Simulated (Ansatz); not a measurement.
One change: `[OH][GeH]([F])[SiH3]` becomes `[OH][GeH2][SiH3]`.

Ansatz, PBE0-D4/def2-TZVP geometries, multiplicity 1. Each molecule was computed in one conformer, which needn't be the lowest.

Scalar relativity is left out up to krypton.

```
                                                                                  property  `[OH][GeH]([F])[SiH3]`
                                                       HOMO energy (B3LYP/def2-TZVPP) / eV                   -8.35
                                                        HOMO energy (PBE0/def2-TZVPP) / eV                   -8.56
ideal-gas entropy at 298 K and 1 bar (rigid rotor, harmonic PBE0-D4/def2-TZVP) / J/(mol·K)                     357
                                                       LUMO energy (B3LYP/def2-TZVPP) / eV                   -0.51
                                                     HOMO energy (ωB97M-V/def2-TZVPP) / eV                  -10.65
                                                       HOMO–LUMO gap (PBE/def2-TZVPP) / eV                    6.12
```

**Question.** Give the same properties after the change, and the shifts. (Best estimate.)

**Answer.** Ansatz gave: 
```json
{"property": "HOMO energy (B3LYP/def2-TZVPP) / eV", "`[OH][GeH2][SiH3]`": "-7.57", "shift": "0.78"}
{"property": "HOMO energy (PBE0/def2-TZVPP) / eV", "`[OH][GeH2][SiH3]`": "-7.79", "shift": "0.77"}
{"property": "ideal-gas entropy at 298 K and 1 bar (rigid rotor, harmonic PBE0-D4/def2-TZVP) / J/(mol·K)", "`[OH][GeH2][SiH3]`": "336", "shift": "-21"}
{"property": "LUMO energy (B3LYP/def2-TZVPP) / eV", "`[OH][GeH2][SiH3]`": "-0.62", "shift": "-0.11"}
{"property": "HOMO energy (ωB97M-V/def2-TZVPP) / eV", "`[OH][GeH2][SiH3]`": "-9.90", "shift": "0.75"}
{"property": "HOMO–LUMO gap (PBE/def2-TZVPP) / eV", "`[OH][GeH2][SiH3]`": "5.23", "shift": "-0.89"}
```

With PBE0 the HOMO rises by 0.77 eV and the LUMO falls by 0.10 eV, so the gap narrows by about 0.87 eV. PBE moves the HOMO by 0.77 eV and ωB97M-V by 0.75 eV.

B3LYP here is the variant with VWN-RPA as its local correlation; programs differ in this.
